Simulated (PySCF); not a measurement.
**Mn+: excitation energy**

Mn+ [Ar] 3d5 4s1 (7S) → Mn+ [Ar] 3d4 4s1 4p1 (high-spin determinant), as a difference of total energies. All numbers are calculated (PySCF 2.14, no relativity, point nucleus, in aug-cc-pVTZ). Correlated levels: valence: [Ar] frozen. The calculations carry no spin-orbit coupling.

| method | excitation energy (eV) |
| --- | --- |
| UHF | 9.551 |
| MP2 (valence) | 10.273 |
| SCS-MP2 (valence) | 9.792 |
| CCSD (valence) | 10.246 |
| CCSD(T) (valence) | 10.260 |

**Question.** How much does correlation contribute at CCSD(T) (valence)?

**Answer.** 10.260 − (9.551) = 0.709 eV, measured against UHF.

The determinant of the upper state mixes LS terms, which raises its energy above the lowest term, most at the Hartree-Fock and MP2 levels.
